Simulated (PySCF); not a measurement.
C₂H₄OS, SMILES `OC(=S)C` (S–C–O–H torsion 0°), neutral singlet in the gas phase. 

Z-matrix (Å, degrees):
```
C
O 1 1.3416
H 2 0.9730 1 106.60
C 1 1.4904 2 110.81 3 -179.73
H 4 1.0852 1 111.05 2 -177.91
H 4 1.0938 5 110.21 1 -121.54
H 4 1.0942 5 109.90 6 -117.47
S 1 1.6325 2 122.74 3 0.08
```
Charge 0, multiplicity 1.

All levels are single points at this geometry (r2SCAN-D4/def2-TZVP); Pople sets use spherical d functions. Orbital energies aren't observables, and empty levels follow the basis.

HF/STO-3G in PySCF gives dipole (D) = 1.05.

Problem. Estimate the dipole (D) from each of these levels: r2SCAN-D4/def2-TZVP in PySCF; B3LYP/6-311+G** in PySCF; B3LYP/6-31G* in PySCF; PBE/6-31G* in PySCF; HF/3-21G in PySCF.

Solution. 
```csv
level,dipole (D)
r2SCAN-D4/def2-TZVP in PySCF,1.98
B3LYP/6-311+G** in PySCF,1.81
B3LYP/6-31G* in PySCF,2.07
PBE/6-31G* in PySCF,2.14
HF/3-21G in PySCF,2.30
```
